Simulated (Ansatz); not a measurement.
Consider the formal exchange of groups at a P–Si bond: `OP[SiH2][SiH3]` + SiH₄ → `OP[SiH3]` + disilane.

Calculated with Ansatz (gas phase, PBE0-D4/def2-TZVP geometries, no zero-point term in ΔE). CCSD(T)/CBS is the MP2 limit (def2-TZVPP, def2-QZVPP) plus CCSD(T) − MP2 in def2-TZVPP, frozen cores. This one scheme is used for every species. DFT in def2-TZVPP. One conformer a species, not always the lowest.

(1) Is it downhill or uphill in electronic energy at CCSD(T)/CBS, and by how much? (Estimate.)

(2) What do these levels give: PBE-D4, PBE0-D4, PBE, r2SCAN, PBE0, CCSD/def2-TZVPP, CCSD(T)/def2-TZVPP, HF/def2-QZVPP, MP2/def2-QZVPP, SCS-MP2/def2-QZVPP, MP2/CBS(def2), CCSD/CBS(def2)? (An estimate is asked.)

Largest T1 diagnostic among the species: 0.014.

Answers

(1) Computed: Uphill: ΔE = +5.1 kJ/mol.

(2) The calculation gave: PBE-D4 5.6, PBE0-D4 5.0, PBE 3.3, r2SCAN 4.2, PBE0 2.9, CCSD/def2-TZVPP 3.7, CCSD(T)/def2-TZVPP 5.0, HF/def2-QZVPP 0.1, MP2/def2-QZVPP 6.5, SCS-MP2/def2-QZVPP 5.1, MP2/CBS(def2) 6.6, CCSD/CBS(def2) 3.8 kJ/mol.

In def2-TZVPP, CCSD(T) changes the Hartree–Fock value by +4.7 kJ/mol (the triples alone add +1.3 kJ/mol) and MP2 by +6.2 kJ/mol. The D4 term adds +3.5 kJ/mol with B3LYP and +2.1 kJ/mol with PBE0; it sums over pairs of atoms, weighted by their polarisabilities, and B3LYP, whose exchange is more repulsive, gets the larger term.

B3LYP here is the variant with VWN-RPA as its local correlation; programs differ in this.
